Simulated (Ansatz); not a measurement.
Computed with Ansatz on PBE0-D4/def2-TZVP structures; ΔE is electronic, products minus reactants. CCSD(T)/CBS adds triple-zeta CCSD(T) − MP2 to the extrapolated MP2 energy (def2 sets, frozen cores). This one scheme is used for every species. Functionals use def2-TZVPP. B3LYP here is the variant with VWN-RPA as its local correlation; programs differ in this. Each species was taken in one conformer, which may not be the lowest.

`OBNCS` + HCl → `OBCl` + `NCS`  (ligand exchange at a B–N bond)

```tsv
level	ΔE (kcal/mol)	difference from CCSD(T)/CBS
PBE-D4	6.3	0.4
PBE0-D4	6.2	0.3
B3LYP-D4	6.9	1.0
ωB97X-V	5.7	-0.2
ωB97M-V	6.0	0.1
B2PLYP	5.5	-0.4
r2SCAN	5.5	-0.4
HF/def2-TZVPP	3.2	-2.7
MP2/def2-TZVPP	6.1	0.2
CCSD(T)/def2-TZVPP	6.4	0.5
HF/def2-QZVPP	3.1	-2.8
MP2/def2-QZVPP	5.8	-0.1
SCS-MP2/def2-QZVPP	5.3	-0.6
HF/CBS(def2)	3.1	-2.8
MP2/CBS(def2)	5.6	-0.3
CCSD/CBS(def2)	5.6	-0.3
CCSD(T)/CBS	5.9	0
```

Largest T1 diagnostic among the species: 0.012.

In def2-TZVPP, CCSD(T) changes the Hartree–Fock value by +3.2 kcal/mol (the triples alone add +0.4 kcal/mol) and MP2 by +2.9 kcal/mol. The D4 term adds +1.8 kcal/mol with B3LYP and +1.0 kcal/mol with PBE0; it sums over pairs of atoms, weighted by their polarisabilities, and B3LYP, whose exchange is more repulsive, gets the larger term.
